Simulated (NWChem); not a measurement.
# C$_{2}$H$_{4}$BFO; SMILES CB(F)C=O

```xyz
9

C     -1.4664     0.7733    -0.0044
B      0.0595     0.4927     0.0028
F      0.9492     1.4780     0.0271
C      0.6703    -1.0013    -0.0483
O     -0.0382    -1.9779     0.0447
H     -2.0428    -0.1214     0.2684
H     -1.7557     1.0481    -1.0362
H     -1.7424     1.6259     0.6344
H      1.7830    -1.1274    -0.1664
```
Atoms are numbered in this order, from 1.

Results from NWChem. Pople sets run with spherical d functions. Structure relaxed at the PBE0/def2-SVP level.

Estimate the computed values for PBE/6-31G*. Quantities: highest occupied level (eV); orbital gap (eV); dipole (D).


```json
{
  "highest occupied level (eV)": "-5.26",
  "orbital gap (eV)": "2.08",
  "dipole (D)": "1.49"
}
```
